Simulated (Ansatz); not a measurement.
`[NH2][InH][NH2]` + H₂ → `[NH2][InH2]` + NH₃ at 500 K and 1 bar (hydrogenolysis of the In–N bond).

Program: Ansatz. Geometries: PBE0-D4/def2-TZVP. ΔE: electronic, gas phase. CBS: MP2 limit from def2 TZ/QZ plus the TZ coupled-cluster correction, frozen cores. This one scheme is used for every species. Elements past krypton have def2 core potentials. For In outer-core shells are correlated without core-valence functions, which leaves a few kJ/mol of doubt a bond. One conformer a species, not always the lowest.

| species | CCSD(T)/CBS energy (Eh) | H − E (kJ/mol) | S (J/(mol·K)) |
| --- | --- | --- | --- |
| `[NH2][InH][NH2]` | -302.23482 | 186.8 | 372.8 |
| H₂ | -1.17544 | 41.0 | 145.5 |
| `[NH2][InH2]` | -246.90424 | 126.5 | 321.9 |
| NH₃ | -56.50880 | 108.2 | 211.8 |

H − E and S are ideal-gas, rigid-rotor, harmonic terms from PBE0-D4/def2-TZVP, for one conformer and one mirror image of each species. The MP2-based limit puts H₂ 0.8 mEh under its directly extrapolated value; such offsets cancel only in part. 1 Eh = 2625.50 kJ/mol, R = 8.31446 J/(mol·K).

Question: By hand: ΔE, ΔH, ΔS and ΔG.

Answer: ΔE = (-246.90424) + (-56.50880) − (-302.23482) − (-1.17544) = -0.00278 Eh = -7.3 kJ/mol. Δ(H − E) = 126.5 + 108.2 − 186.8 − 41.0 = 6.9, so ΔH = -0.4 kJ/mol. ΔS = 321.9 + 211.8 − 372.8 − 145.5 = 15.4 J/(mol·K). ΔG = -0.4 − 500 × (15.4)/1000 = -8.1 kJ/mol.

Question: By hand: the equilibrium constant, and the temperature at which ΔG would vanish if ΔH and ΔS stayed fixed.

Answer: log₁₀ K = −ΔG/(RT ln 10) = 0.8. ΔH and −TΔS have one sign here, so there is no such temperature.

TΔS isn't small against ΔH here. A doubt of 5 kJ/mol in ΔE shifts log₁₀ K by 0.5 here. Other conformers and mirror images would add mixing entropy, several J/(mol·K) or more a flexible species. These are equilibria of isolated gas molecules and say nothing of rates. Largest T1 diagnostic: 0.016 (customary marks: 0.02 for closed shells, 0.045 for open ones).
